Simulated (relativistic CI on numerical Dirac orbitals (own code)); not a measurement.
Radial Dirac CI calculation of Pb III.

Command:

```sh
python run_levels.py task.json out
```

Input:

```
atom Pb  Z=82  charge=2  electrons=80
nucleus A=208  rms_radius_fm=5.5012
hamiltonian dirac-coulomb  breit=on  qed=on  c_scale=1
orbitals kli  potential=per-configuration
slater_scale 1
correlation none
mixing on
grid step=0.0125 r_max=107.9
scf mixing=0.4 start=green max_iterations=150 tolerance=2e-08 node_fill=0
configurations
  [Xe] 4f14 5d10 6s2
  [Xe] 4f14 5d10 6s 6p
  [Xe] 4f14 5d10 6p2
  [Xe] 4f14 5d10 6s 6d
  [Xe] 4f14 5d10 6s 7s
end
```

Output:

```
SCF 1: [Xe] 4f14 5d10 6s2
 iter      energy (Ha)   residual   last orbital (Ha)
    1    -20867.260617   3.45e+00     -2.20661
    2    -20909.661471   8.75e-01     -1.37707
    3    -20912.642491   2.73e-01     -1.14327
    4    -20912.883774   1.45e-01     -1.15287
    5    -20912.942540   1.51e-02     -1.11821
    6    -20912.943113   6.08e-03     -1.11285
    7    -20912.943268   1.79e-03     -1.11338
    8    -20912.943334   2.24e-04     -1.11344
    9    -20912.943330   1.09e-05     -1.11339
   10    -20912.943331   4.03e-06     -1.11340
   11    -20912.943331   1.40e-07     -1.11340
   12    -20912.943331   1.92e-08     -1.11340
SCF 2: [Xe] 4f14 5d10 6s 6p
 iter      energy (Ha)   residual   last orbital (Ha)
    1    -20867.252260   3.42e+00     -1.42773
    2    -20909.342478   8.74e-01     -0.90642
    3    -20912.330635   2.74e-01     -0.77646
    4    -20912.568723   1.41e-01     -0.78040
    5    -20912.625470   1.24e-02     -0.76251
    6    -20912.626113   5.47e-03     -0.75994
    7    -20912.626220   1.68e-03     -0.76017
    8    -20912.626266   1.02e-04     -0.76016
    9    -20912.626265   1.94e-05     -0.76014
   10    -20912.626265   4.49e-06     -0.76015
   11    -20912.626265   2.12e-07     -0.76015
   12    -20912.626265   1.64e-08     -0.76015
SCF 3: [Xe] 4f14 5d10 6p2
 iter      energy (Ha)   residual   last orbital (Ha)
    1    -20867.141424   3.41e+00     -1.42773
    2    -20908.951850   8.74e-01     -0.90512
    3    -20911.942412   2.75e-01     -0.77751
    4    -20912.177368   1.40e-01     -0.78381
    5    -20912.233375   1.09e-02     -0.76686
    6    -20912.234119   5.36e-03     -0.76498
    7    -20912.234195   9.89e-04     -0.76529
    8    -20912.234218   2.67e-04     -0.76533
    9    -20912.234218   3.34e-05     -0.76531
   10    -20912.234218   3.23e-06     -0.76531
   11    -20912.234218   1.87e-07     -0.76531
   12    -20912.234218   1.01e-08     -0.76531
SCF 4: [Xe] 4f14 5d10 6s 6d
 iter      energy (Ha)   residual   last orbital (Ha)
    1    -20867.412742   3.41e+00     -0.71226
    2    -20908.988069   8.74e-01     -0.48462
    3    -20911.989115   2.75e-01     -0.43544
    4    -20912.221296   1.41e-01     -0.43473
    5    -20912.275354   9.24e-03     -0.42845
    6    -20912.275942   3.71e-03     -0.42753
    7    -20912.275994   2.73e-04     -0.42758
    8    -20912.276005   8.29e-06     -0.42754
    9    -20912.276005   1.65e-05     -0.42753
   10    -20912.276005   3.65e-06     -0.42753
   11    -20912.276005   4.27e-07     -0.42753
   12    -20912.276005   1.22e-08     -0.42753
SCF 5: [Xe] 4f14 5d10 6s 7s
 iter      energy (Ha)   residual   last orbital (Ha)
    1    -20867.833427   3.40e+00     -0.65749
    2    -20909.006134   8.77e-01     -0.52039
    3    -20912.026631   2.72e-01     -0.47705
    4    -20912.261759   1.36e-01     -0.47511
    5    -20912.313840   6.26e-03     -0.46938
    6    -20912.314450   3.01e-03     -0.46873
    7    -20912.314531   3.03e-04     -0.46874
    8    -20912.314525   1.90e-04     -0.46868
    9    -20912.314532   4.17e-05     -0.46869
   10    -20912.314531   6.22e-06     -0.46869
   11    -20912.314531   1.45e-07     -0.46869
   12    -20912.314531   1.08e-08     -0.46869
orbital energies (Ha): 4f5/2 -5.7744  4f7/2 -5.5895  5s -5.9938  5p1/2 -4.4711  5p3/2 -3.6597  5d3/2 -1.5598  5d5/2 -1.4650  6s -1.1134
configuration averages (Ha): Dirac-Coulomb, Breit, QED
  6s2                         -20912.943331   24.750516   17.042699
  6s 6p                       -20912.626265   24.750457   17.041197
  6p2                         -20912.234218   24.750385   17.039598
  6s 6d                       -20912.276005   24.749608   17.041151
  6s 7s                       -20912.314531   24.749779   17.041500
levels: no., configuration, term, J, E (cm-1), weight
   1 6s2                    1S   0                0.0  0.97
   2 6s 6p                  3P*  0            53599.3  1.00
   3 6s 6p                  3P*  1            58559.1  0.97
   4 6s 6p                  3P*  2            72202.4  1.00
   5 6s 6p                  1P*  1            99651.0  0.97
   6 6p2                    3P   0           138936.0  0.88
   7 6s 7s                  3S   1           140910.6  0.98
   8 6s 6d                  1D   2           141615.6  0.58
   9 6s 7s                  1S   0           146467.5  0.97
  10 6s 6d                  3D   1           148777.7  0.72
  11 6s 6d                  3D   2           149533.3  0.99
  12 6p2                    3P   1           149841.6  0.71
  13 6s 6d                  3D   3           150420.2  1.00
  14 6p2                    3P   2           159404.4  0.79
lowest total energy -20871.172253 Ha
end: converged
```

Against the reference input this run has: node fill of the KLI weights 0. The reference run ends at -20871.183390 Ha with Breit and QED terms.

With so few configurations and no correlation, terms lie too far apart (by 10 to 50 % or more near neutrality), their order can be wrong, and levels of other configurations are missing.
